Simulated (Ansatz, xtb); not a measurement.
C4H4ClNS: which of two isomers lies lower

Structure I is `Cc1nc(Cl)cs1`, a singlet and structure II is `Cc1csc(Cl)n1`, a singlet. Both are isolated molecules in the gas phase, relaxed with PBE-D3(BJ)/def2-SVP.

Energies in hartree; the thermal terms are from GFN2-xTB frequencies at re-optimised GFN2-xTB minima (ideal gas, soft modes damped towards free rotors, one conformer each, 298.15 K, 1 atm) and include the zero-point energy:

|  | I | II |
| --- | --- | --- |
| E, CCSD(T)/def2-SVP | −1065.874050 | −1065.872175 |
| E, MP2/def2-SVP | −1065.789538 | −1065.787616 |
| E, MP2/def2-TZVPP | −1066.568919 | −1066.566953 |
| zero-point energy | 0.071367 | 0.071516 |
| H(298 K) − E | 0.079391 | 0.079495 |
| G(298 K) − E | 0.039118 | 0.039356 |

Q: Correct the CCSD(T) difference for the basis set by the MP2 change, then work out ΔE, ΔE₀, ΔH and ΔG for I → II in kJ/mol (1 Eh = 2625.50 kJ/mol) and the equilibrium ratio [II]/[I].

A: 1. Differences II − I: CCSD(T) +0.001875, MP2 in the small set +0.001922, MP2 in the large set +0.001966 Eh.
2. ΔE = +0.001875 + (+0.001966 − (+0.001922)) = +0.001919 Eh = +5.04 kJ/mol.
3. ΔE₀ = ΔE + ΔZPE = +0.001919 + (+0.000149) Eh = +5.43 kJ/mol.
4. ΔH = ΔE + (+0.000104) Eh = +5.31 kJ/mol.
5. ΔG = ΔE + (+0.000238) Eh = +5.66 kJ/mol, so ΔS = (ΔH − ΔG)/T = −1.2 J/(mol K).
6. kT = 0.9442 mEh, so K = [II]/[I] = exp(−ΔG/kT) = exp(−2.28) ≈ 0.1.

Structure I is favoured at this temperature. An error of 4 kJ/mol in ΔG would change K by a factor of 5. Mirror images and further conformers aren't counted.

As drawn, both hold the same kinds of bond in the same numbers.

Other levels gave ΔE = +8.2 (GFN2-xTB); +6.5 (HF/STO-3G, GFN2-xTB geometries); +5.3 (r2SCAN-D4/def2-SVP, GFN2-xTB geometries); +4.4 (PBE-D3(BJ)/def2-SVP); +7.0 (HF/def2-SVP); +5.0 (MP2/def2-SVP); +4.9 (CCSD(T)/def2-SVP) kJ/mol. The correlated steps freeze 15 core orbitals. Programs: Ansatz 0.2.0, xtb 6.7.1.
